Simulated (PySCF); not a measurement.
**Unknown compound**

The spectra below were simulated for a compound C$_{9}$H$_{13}$N.

¹H NMR (600 MHz, computed): δ 7.54 (d, 1H), 7.39 (m, 1H), 7.26 (m, 1H), 7.07 (d, 1H), 2.70 (s, 6H), 2.48 (s, 3H).

¹³C{¹H} NMR (computed): δ 158.1, 138.2, 136.4, 131.5, 127.9, 123.5, 45.5, 19.6.

PySCF 2.14.0 with density-fitted response routines calculation with NMR shieldings at PBE0/pcSseg-1/GIAO and GFN2-xTB geometry; a single conformation, equivalent nuclei averaged, isolated molecule, non-relativistic.

Referencing at the same level of theory: ¹H (σ = 31.72 ppm) and ¹³C (σ = 186.93 ppm) vs TMS.

**Question.** Which of these isomers gave the spectra?
A. [H]/N=C/[C@@H]1C[C@@H]2C=C[C@H]1CC2
B. Cc1ccccc1N(C)C
C. N#C[C@@H]1[C@@H]2CCC[C@H]1CC2
D. CC(C)(C)c1cccnc1
E. C[C@@]12CC[C@@H](C#N)C[C@@H]1C2
F. C=C(C#N)C(=C)C(C)(C)C

**Answer.** B. 

1. Rings plus π bonds: 4 (1 ring in the answer).
2. 8 carbon signals for 9 carbons: some carbons are equivalent by symmetry or fast rotation.
3. Carbon types of the structure: 2 × C, 4 × CH, 3 × CH3, which accounts for all hydrogens.
4. δC 158.1: aromatic carbon bearing nitrogen; an ipso carbon deshielded by its heteroatom.
5. δC 138.2: substituted aromatic carbon.
6. δC 136.4, 131.5, 127.9, 123.5: aromatic CH.
7. δH 7.54, 7.39, 7.26, 7.07: hydrogen on an aromatic CH; ring-current deshielding.
8. δH 2.48: hydrogen on a methyl carbon on an aromatic ring; benzylic-type position, deshielded by the ring.

The others: N#C[C@@H]1[C@@H]2CCC[C@H]1CC2 would give 6 carbon signals, not 8; C=C(C#N)C(=C)C(C)(C)C would give 7 carbon signals, not 8; [H]/N=C/[C@@H]1C[C@@H]2C=C[C@H]1CC2 would give 9 carbon signals, not 8; CC(C)(C)c1cccnc1 would give 7 carbon signals, not 8; C[C@@]12CC[C@@H](C#N)C[C@@H]1C2 would give 9 carbon signals, not 8.

Shifts are as computed. Against solution values, carbons near 30 ppm lie about +3 ppm off and those near 130 ppm about +5 ppm. Of 1211 compounds with measured shifts, 218 miss one by over three times the rms of a fit or turn the order of signals round; such compounds aren't used in these exercises. Multiplicities follow the n + 1 count of equivalent neighbours, as no J values were calculated; m marks all less simple cases, F and P coupling included.
